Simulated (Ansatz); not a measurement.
`[C-]#[N+]C12CC3C4CC5CC3C(C1)C(C5)C4C2`, relaxed as a singlet with RKS PBE-D4/def2-SVP in Ansatz, starting from the GFN2-xTB geometry. Force threshold 0.03 eV/Å.

Start:

Cartesian coordinates in Å:
```
C -2.881 2.846 -2.423
N -2.172 2.143 -1.827
C -1.313 1.295 -1.104
C -1.419 1.618 0.390
C -0.483 0.695 1.168
C 0.964 0.898 0.709
C 1.899 -0.021 1.493
C 1.497 -1.476 1.259
C 0.059 -1.689 1.726
C -0.873 -0.768 0.942
C -0.782 -1.077 -0.555
C -1.719 -0.163 -1.342
C 0.665 -0.875 -1.014
C 1.598 -1.796 -0.230
C 1.055 0.588 -0.787
C 0.128 1.510 -1.576
H -2.451 1.479 0.721
H -1.149 2.663 0.558
H -0.560 0.931 2.236
H 1.255 1.941 0.881
H 2.930 0.137 1.168
H 1.844 0.216 2.559
H 2.167 -2.135 1.822
H -0.232 -2.731 1.569
H -0.022 -1.476 2.795
H -1.904 -0.924 1.281
H -1.075 -2.119 -0.728
H -1.662 -0.390 -2.410
H -2.753 -0.312 -1.022
H 0.741 -1.109 -2.083
H 2.627 -1.658 -0.572
H 1.323 -2.839 -0.407
H 2.085 0.745 -1.128
H 0.199 1.295 -2.646
H 0.411 2.555 -1.423
```

```json
{"step": "1", "energy (eV)": "-17321.2237", "largest force component (eV/Å)": "2.577", "SCF passes": "23"}
{"step": "2", "energy (eV)": "-17321.4005", "largest force component (eV/Å)": "0.204", "SCF passes": "21"}
{"step": "3", "energy (eV)": "-17321.4173", "largest force component (eV/Å)": "0.113", "SCF passes": "22"}
{"step": "4", "energy (eV)": "-17321.4177", "largest force component (eV/Å)": "0.038", "SCF passes": "22"}
{"step": "5", "energy (eV)": "-17321.4178", "largest force component (eV/Å)": "0.004", "SCF passes": "22"}
```

Force components are those of the run's own axes.

End:

```xyz
35

C    -2.929    2.888   -2.461
N    -2.204    2.173   -1.852
C    -1.331    1.313   -1.119
C    -1.428    1.631    0.392
C    -0.489    0.703    1.174
C     0.979    0.901    0.720
C     1.917   -0.027    1.509
C     1.517   -1.495    1.275
C     0.065   -1.705    1.743
C    -0.876   -0.780    0.955
C    -0.790   -1.083   -0.562
C    -1.731   -0.163   -1.352
C     0.677   -0.889   -1.020
C     1.615   -1.814   -0.228
C     1.061    0.595   -0.796
C     0.128    1.522   -1.588
H    -2.479    1.499    0.724
H    -1.160    2.695    0.557
H    -0.568    0.942    2.258
H     1.269    1.961    0.890
H     2.969    0.139    1.191
H     1.867    0.217    2.592
H     2.195   -2.164    1.845
H    -0.236   -2.765    1.596
H    -0.021   -1.495    2.831
H    -1.924   -0.934    1.295
H    -1.088   -2.140   -0.738
H    -1.680   -0.386   -2.438
H    -2.785   -0.309   -1.034
H     0.749   -1.121   -2.106
H     2.661   -1.683   -0.581
H     1.345   -2.876   -0.414
H     2.105    0.755   -1.142
H     0.194    1.312   -2.676
H     0.409    2.585   -1.439
```

By distances, no bond broke or formed. The bond that changes most is C1–N2, from 1.16 to 1.19 Å (atoms count from 1).

No frequencies were taken in this run, so the end may be a saddle point.

Run time 24 s (2 threads of AMD EPYC 7R13 on a shared host and a share (18 GiB) of an NVIDIA H100 80GB HBM3), peak host memory 0.99 GiB.
